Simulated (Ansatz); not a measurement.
Saddle point of BSiH6ClO2, singlet (BSiH₅O₂ ([OH][B]([OH])[SiH3]) + HCl → BH₂ClO₂ ([OH][B]([OH])[Cl]) + SiH₄; bonds formed: B1–Cl6, Si2–H5; bonds broken: B1–Si2, H5–Cl6), PBE0-D4/def2-TZVP structure:

```csv
atom,x (Å),y (Å),z (Å)
B1,-0.6851,0.3047,-0.0796
Si2,1.2458,-0.7896,-0.2615
O3,-0.8945,0.8399,-1.3043
O4,-1.6446,-0.3453,0.6343
H5,0.5289,0.6564,0.5383
Cl6,0.0939,1.9658,1.4579
H7,2.3234,-0.0554,-0.9597
H8,1.7145,-1.3918,1.0085
H9,0.6154,-1.8092,-1.1343
H10,-1.8261,1.0104,-1.4777
H11,-1.4714,-0.3859,1.5781
```

Energies are electronic, without zero-point energy. Barriers and step energies count from the start structure reached by relaxing down the imaginary mode; all methods use the PBE0-D4 structures, on which another method's saddle can fall below an end. Ansatz 0.2.0; basis: def2-TZVPP, with def2-QZVPP for the basis limit; cores frozen in the correlated methods. B3LYP uses VWN-RPA correlation. Extrapolation: Hartree–Fock as exp(−7.88 √X), correlation as X^−2.97.

```tsv
method	barrier (kJ/mol)	step energy (kJ/mol)
SPW92	87.1	-77.2
PBE-D4	104.7	-81.2
BLYP-D4	117.9	-87.0
r2SCAN-D4	110.5	-93.9
B97M-V	126.5	-98.3
PBE0-D4	123.1	-87.3
B3LYP-D4	132.6	-91.3
r2SCAN0-D4	?	-96.6
BHLYP-D4	154.7	-98.3
CAM-B3LYP-D4	?	-92.5
wB97X-V	148.4	-92.6
wB97M-V	?	-97.1
B2PLYP	142.8	-95.5
PBE-QIDH	138.7	-95.0
RPA on PBE	150.4	-92.9
HF	202.6	-113.4
MP2	140.9	-99.1
CCSD	162.2	-95.6
CCSD(T)	150.3	-93.6
```

Problem. Fill in the withheld barriers. (An estimate is asked for; the value comes from the calculation.)

Solution. Computed: wB97M-V 141.3; r2SCAN0-D4 125.6; CAM-B3LYP-D4 147.5 kJ/mol. Each is the energy of the saddle less that of the start structure, by the same method.

For comparison, the barrier by CCSD(T) at an estimated basis limit (MP2 extrapolated from triple and quadruple zeta, plus CCSD(T) − MP2 in triple zeta) is 144.5 kJ/mol.

T1 diagnostic: at most 0.014.

Labels in which every atom is bracketed show which atoms are joined, not bond orders.

For scale, one of the runs: CCSD(T)/def2-TZVPP, 261 basis functions, launched by `ansatz run in.yaml --threads 8 --pin off --events-out ev --progress --plain --max-ram 19148MiB`. Hardware: 8 CPU threads of an Intel Xeon Platinum 8488C, shared host. Wall time 73 s; peak host memory 6.2 GiB.
